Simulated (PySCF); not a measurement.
```xyz
8
charge 0 multiplicity 7, angstrom
Cr    1.2983    0.0000    0.0000
Cr   -1.2983    0.0000    0.0000
H     0.0000    1.1372    0.0000
H     0.0000   -1.1372    0.0000
H     1.9127    0.0000    1.5224
H     1.9127    0.0000   -1.5224
H    -1.9127    0.0000    1.5224
H    -1.9127    0.0000   -1.5224
```

Computed with PySCF, UPBE, basis Cr def2-SVP, H def2-SVP (no relativity, density fitting).

This geometry of Cr2H6 is a stationary point at this level.

Q: What is the point group?

A: D2h.

Q: Is it a minimum?

A: No: it has 3 imaginary modes, at 425i cm⁻¹ (b1g), 391i cm⁻¹ (b3g), 95i cm⁻¹ (b2u).

Q: List the harmonic modes with their infrared intensities.

A: 
| symmetry | ω (cm⁻¹) | IR (km/mol) |
| --- | --- | --- |
| b1g | 425i | – |
| b3g | 391i | – |
| b2u | 95i | – |
| b2u | 191 | 11.0 |
| ag | 261 | 0.0 |
| b3u | 282 | 245 |
| au | 285 | 0.0 |
| b2g | 294 | 0.0 |
| b1u | 468 | 17.6 |
| ag | 686 | 0.0 |
| b1u | 1152 | 29.2 |
| b2g | 1216 | 0.0 |
| b3u | 1275 | 125 |
| ag | 1341 | 0.0 |
| b3g | 1574 | 0.0 |
| b2u | 1613 | 448 |
| b1u | 1635 | 634 |
| ag | 1664 | 0.0 |

Q: Give the atomic charges and bond orders.

A: 
| atom | Mulliken | Löwdin | polar tensor | spin (Mulliken) | Mayer order to Cr1 |
| --- | --- | --- | --- | --- | --- |
| Cr1 | 0.30 | 0.16 | 0.51 | 3.46 | – |
| Cr2 | 0.30 | 0.16 | 0.51 | 3.46 | 0.90 |
| H3,4 | -0.01 | 0.03 | -0.05 | -0.16 | 0.50 |
| H5,6 | -0.15 | -0.10 | -0.23 | -0.15 | 0.88 |
| H7,8 | -0.15 | -0.10 | -0.23 | -0.15 | 0.05 |
Other Mayer orders above 0.3: Cr–H 0.50 (×2), Cr–H 0.88 (×2).

In D2h the vibrations span b1g + 2b3g + 3b2u + 4ag + 2b3u + au + 2b2g + 3b1u. The ag, au, b1g, b2g, b3g modes carry no infrared intensity, as symmetry demands. With a centre of inversion only u modes can be infrared active and only g modes Raman active.

The determinant is spin-contaminated (⟨S²⟩ = 12.23, pure value 12.00). Other isomers or separated fragments may lie lower. With open d or f shells other occupations or spin states may lie lower.
